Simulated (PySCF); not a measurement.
Compound: C5H7NS.
Cartesian coordinates in Å at the GFN2-xTB level; atoms count from 1:
```xyz
14
C5H7NS angstrom
C     -2.2691    0.3888    0.4052
N     -1.3201   -0.5781   -0.0940
C      0.0144   -0.4242    0.2003
C      0.6938    0.6912    0.5956
C      2.0862    0.4666    0.7141
C      2.4546   -0.8001    0.4183
S      1.0927   -1.7749   -0.0209
H     -3.2599    0.1233    0.0430
H     -2.0095    1.3728    0.0160
H     -2.2897    0.4410    1.5010
H     -1.6385   -1.5361   -0.0646
H      0.2319    1.6402    0.7935
H      2.7822    1.2304    1.0133
H      3.4302   -1.2413    0.4172
```

Definitions: NICS(0) = −σiso at the ring centroid; NICS(1) = −σiso and NICS(1)zz = −σzz at ±1 Å along the ring normal z. Level: GIAO PBE0/pcSseg-1 (PySCF, non-relativistic, gas phase) on the GFN2-xTB geometry, one conformer.

Ring bond lengths (Å), with Mayer bond orders in brackets: C3–C4 1.365 (1.50), C4–C5 1.415 (1.25), C5–C6 1.352 (1.62), C6–S7 1.731 (1.10), S7–C3 1.742 (1.14).

Task: What do the NICS probes read (ppm)?

Result: 
```tsv
ring	type	NICS(0)	NICS(1), two faces	NICS(1)zz, two faces	rms pucker (Å)	centre to ring atoms, mean (Å)
C3–C4–C5–C6–S7	5-membered ring with S; formal bonds all aromatic	-11.5	-9.6 / -9.2	-21.2 / -20.7	0.00	1.29
```

Task: What do they say, and how far can they be read as aromaticity?

Result: 
- C3–C4–C5–C6–S7: mean NICS(1)zz -20.9 ppm, shielded, aromatic by this magnetic criterion (flat ring, no four-coordinate atom).

Task: How equal are the bonds by HOMA? Use HOMA with the parameters of Krygowski (1993).

Result: 
- C3–C4–C5–C6–S7: HOMA 0.73; the largest term is that of S7–C3, α(R − Ropt)² = 0.40. The geometric and the magnetic index point the same way.

Task: At the first NICS(1) probe listed for ring C3–C4–C5–C6–S7, 1 Å off the ring, how large is the induced field along the normal in 1 T applied along it?

Result: NICSzz × B0 = -21.2 ppm × 1 T = -21 μT, against the applied field.
